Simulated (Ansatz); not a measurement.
Two isomers of C2H4BFOSe: A = `B[C@@H]1O[C@@]1(F)[SeH]`, B = `BCOC(F)=[Se]`.

Gas-phase electronic energies from Ansatz, PBE0-D4/def2-TZVP geometries. CBS: MP2 limit from def2 TZ/QZ plus the TZ coupled-cluster correction, frozen cores. DFT in def2-TZVPP. B3LYP here is the variant with VWN-RPA as its local correlation; programs differ in this. For Se outer-core shells are correlated without core-valence functions, which leaves a few kJ/mol of doubt a bond. Scalar relativity is left out up to krypton. Each species was taken in one conformer, which may not be the lowest.

A:

```xyz
10

B     0.691   -1.621    0.134
C    -0.066   -0.485   -0.580
O     0.714    0.609   -1.193
C     0.054    0.899   -0.058
F     0.821    1.116    1.033
Se   -1.350    2.223   -0.221
H     1.867   -1.555    0.304
H     0.061   -2.554    0.534
H    -0.992   -0.673   -1.118
H    -1.800    2.041    1.164
```

B:

```xyz
10

B    -0.125    0.054    1.861
C    -0.292    0.279    0.340
O     0.581   -0.547   -0.445
C     0.529   -0.456   -1.740
F     1.410   -1.296   -2.236
Se   -0.487    0.562   -2.774
H    -0.818    0.709    2.580
H     0.651   -0.732    2.308
H    -1.331    0.096    0.029
H    -0.119    1.332    0.076
```

(1) Which isomer does CCSD(T)/CBS put lower? Give the gap. (An estimate is asked.)

(2) Give E(B) − E(A) in kJ/mol with HF/def2-TZVPP, ωB97M-V, B2PLYP, B3LYP, CCSD/def2-TZVPP, CCSD(T)/def2-TZVPP, PBE0-D4. (An estimate is asked.)

Largest T1 diagnostic: 0.015.

Results:

(1) Ansatz gave: B, by 76.7 kJ/mol.

(2) The calculation gave: HF/def2-TZVPP -88.8, ωB97M-V -73.6, B2PLYP -84.2, B3LYP -85.6, CCSD/def2-TZVPP -69.3, CCSD(T)/def2-TZVPP -71.7, PBE0-D4 -70.4. None reverses the order clearly.

In def2-TZVPP, CCSD(T) changes the Hartree–Fock value by +17.1 kJ/mol (the triples alone add −2.4 kJ/mol) and MP2 by +16.3 kJ/mol.
